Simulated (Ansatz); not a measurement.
Geometry optimisation, RKS PBE/def2-SVP in Ansatz.

Input file:

```yaml
crystal:
  periodic: [false, false, false]
  atoms:
    - { symbol: W, position_ang: [-0.363125, -0.195995, 0.04908] }
    - { symbol: F, position_ang: [0.242429, 0.239509, 1.774475] }
    - { symbol: H, position_ang: [1.155653, 0.285552, -0.510528] }
    - { symbol: H, position_ang: [-0.056658, 1.436233, -0.173304] }
    - { symbol: F, position_ang: [-2.142345, 0.395951, -0.075144] }
    - { symbol: Cl, position_ang: [-0.211476, -2.112247, -1.223928] }
    - { symbol: H, position_ang: [-0.276953, 0.423822, -1.508393] }
    - { symbol: O, position_ang: [1.800893, -1.958847, 1.458541] }
    - { symbol: H, position_ang: [1.4271, -2.782348, 1.825839] }
    - { symbol: H, position_ang: [1.650682, -1.296429, 2.180563] }
basis:
  gaussian: { orbitals: def2-SVP }
hamiltonian:
  xc: pbe
relax:
  f_tol: 0.03
  max_steps: 50
```

Command:

```bash
$ ansatz run input.yaml --threads 4 --pin off --max-ram 5120MiB --backend cpu --events-out ev --progress --plain --runs-dir out
```

Q: Where does it end, and by what steps?

A: The forces met the threshold. After 12 steps the energy has fallen by 0.555 eV; H9 moved furthest, 0.80 Å. Joined: W1–O8 (3.13 → 2.28 Å).

| step | energy less start (eV) | largest force component (eV/Å) | accepted |
| --- | --- | --- | --- |
| 0 | 0.0000 | 0.812 | yes |
| 1 | -0.0824 | 1.396 | yes |
| 2 | -0.2612 | 1.673 | yes |
| 3 | -0.4452 | 0.688 | yes |
| 4 | -0.5108 | 0.759 | yes |
| 5 | -0.5263 | 0.324 | yes |
| 6 | -0.5164 | 0.793 | no |
| 7 | -0.5483 | 0.193 | yes |
| 8 | -0.5525 | 0.185 | yes |
| 9 | -0.5335 | 0.986 | no |
| 10 | -0.5544 | 0.043 | yes |
| 11 | -0.5545 | 0.033 | yes |
| 12 | -0.5546 | 0.008 | yes |

```xyz
10
Properties=species:S:1:pos:R:3
W -0.159 -0.288 0.211
F 0.178 0.501 1.937
H 1.337 0.328 -0.289
H -0.028 1.317 -0.226
F -1.978 0.198 0.095
Cl -0.275 -2.324 -0.980
H -0.050 0.144 -1.408
O 1.449 -1.563 1.207
H 1.269 -2.519 1.086
H 1.483 -1.359 2.164
```

Whether the end is a true minimum wasn't checked by a vibrational analysis.

Run time: 24 s on 4 threads of Arm Neoverse V2, with other jobs on the host, peak memory 0.17 GiB.
